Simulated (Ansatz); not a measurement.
A nudged elastic band was laid between two geometries of H3OTe (5 atoms, charge 1, multiplicity 1).

Theory: Ansatz, RKS PBE-D4/def2-SVP.

```json
{"movable images": "9", "climbing image": "yes", "spring": "5.0 eV/Å²", "optimiser": "quadratic models (default)", "start path": "through a guess of the saddle point", "force threshold": "0.05 eV/Å", "iteration limit": "60", "end points": "relaxed"}
```

Initial state:

```xyz
5
Properties=species:S:1:pos:R:3
O -0.391 -0.584 0.064
Te 1.244 0.856 0.127
H -0.767 -0.879 0.926
H -0.286 -1.362 -0.530
H 0.201 1.969 -0.587
```

Final state:

```xyz
5
Properties=species:S:1:pos:R:3
O -0.522 -0.631 0.037
Te -0.234 1.438 -0.554
H -0.546 -0.857 0.995
H -0.063 -1.342 -0.467
H 1.365 1.392 -0.011
```

Problem. Which bonds break or form, and what moves?

Solution. No bond is made or broken. The dihedral H4–O1–Te2–H5 goes from 113 to -70°.

Problem. Give the energies along the band, and the barrier.

Solution. The forces met the threshold. The highest image is number 5 of 0 to 10, 3.4 kcal/mol above the first end and 3.1 kcal/mol above the last; the last end lies 0.3 kcal/mol above the first. A vibrational analysis at the climbing image gives one clearly imaginary mode, 262i cm⁻¹: a first-order saddle point.

```csv
image,path coordinate (Å),energy (kcal/mol),dihedral H4–O1–Te2–H5 (°)
0,0.00,0.0,113
1,0.28,0.4,134
2,0.57,1.2,155
3,0.85,2.3,175
4,1.14,3.1,-165
5,1.42,3.4,-146
6,1.67,3.2,-130
7,1.92,2.4,-114
8,2.17,1.5,-100
9,2.42,0.6,-85
10,2.67,0.3,-70
```

Problem. What is the geometry of the highest image?

Solution. 
```xyz
5
Properties=species:S:1:pos:R:3
O -0.362 -0.707 -0.178
Te 1.221 0.811 -0.527
H -1.013 -0.463 0.521
H -0.001 -1.591 0.073
H 0.156 1.950 0.111
```

Problem. What are the harmonic wavenumbers there?

Solution. 262i, 405, 571, 581, 805, 1559, 2074, 3564, 3651 cm⁻¹.

Run time: 4.1 min on 1 thread of Intel(R) Xeon(R) Processor @ 2.50GHz (Skylake/Cascade Lake) (shared host), peak memory 0.11 GiB.
